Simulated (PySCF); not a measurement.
# Reading the logs of faulty runs: B3H6N

These are calculations, not measurements. They come from PySCF 2.14.0, an open-source quantum chemistry program, on an isolated molecule that a program drew, which may never have been made. The molecule is B3H6N (charge 0, singlet), drawn as the SMILES string `BBBN`.

Each row is a Hartree-Fock (HF) and frozen-core CCSD(T) single point in the cc-pVDZ basis, meant for a local HF minimum. Run 1 is clean. Each other run has one planted mistake out of seven kinds, and not every kind appears here: one electron removed, one electron added, multiplicity raised by two, geometry at a saddle point, minimal basis STO-3G, one bond length entered in bohr, all coordinates scaled. The reference is restricted for singlets and unrestricted otherwise, and also for a bond in bohr. Adding or removing an electron swaps singlet and doublet. Electrons count all cores. HOMO and LUMO are orbital energies over both spins, the gradient is its largest component, and the lowest frequency (negative if imaginary) is given only where the gradient is small. Bond lengths are over the 9 bonds as drawn. T1 is the CCSD diagnostic: over 0.02 (restricted) or 0.045 (unrestricted) a single reference is doubtful.

Geometry of the clean run:
```xyz
10
B3H6N, angstrom
B    -0.1251   -0.1807   -2.6386
B     0.1318    1.4247   -2.2386
B     1.3581    2.0077   -1.2017
N     1.2523    2.1352    0.1834
H     0.4425   -0.7153   -3.5564
H    -0.8956   -0.8649   -2.0121
H    -0.5892    2.2426   -2.7658
H     2.4083    2.3436   -1.7003
H     1.9895    2.4995    0.7502
H     0.4370    1.8929    0.7064
```

| run | electrons | basis functions | <S^2> | HOMO (eV) | LUMO (eV) | gradient (hartree/bohr) | lowest frequency (cm^-1) | mean bond (Å) | longest bond (Å) | T1 | HF (hartree) | CCSD(T) (hartree) | mistake |
|---|---|---|---|---|---|---|---|---|---|---|---|---|---|
| 1 | 28 | 86 | 0.000 | -10.57 | 2.37 | 2.2e-05 | 106 | 1.2896 | 1.708 | 0.0152 | -131.98613 | -132.46830 | no fault |
| 2 | 28 | 86 | 0.000 | -10.45 | 0.46 | 3.1e-05 | -438 | 1.3037 | 1.765 | 0.0148 | -131.95995 | -132.44094 | geometry at a saddle point |
| 3 | 28 | 86 | 0.000 | -10.48 | 2.15 | 3.6e-02 | - | 1.3567 | 1.797 | 0.0163 | -131.96599 | -132.45503 | all coordinates scaled |
| 4 | 28 | 86 | 0.848 | -8.97 | 1.76 | 1.3e-02 | - | 1.4585 | 3.229 | 0.0393 | -131.86935 | -132.33474 | one bond length entered in bohr |
| 5 | 27 | 86 | 0.780 | -17.32 | -7.78 | 8.9e-02 | - | 1.2896 | 1.708 | 0.0336 | -131.64864 | -132.11233 | one electron removed |
| 6 | 29 | 86 | 0.760 | 0.56 | 7.70 | 2.8e-02 | - | 1.2896 | 1.708 | 0.0352 | -131.92859 | -132.43425 | ? |

**Which mistake was planted in run 6, and what did it cost?**

It counts 29 electrons, one more than the clean run, at the same geometry and basis. So the mistake is: one electron added. Subtracting run 1 and multiplying by 627.51 kcal/mol a hartree, the energy moved by 36.1 kcal/mol in HF and 21.4 kcal/mol in CCSD(T).

Cautions from the logs. Run 6: the HOMO is above zero, so the electron isn't bound and the energy depends on the basis.
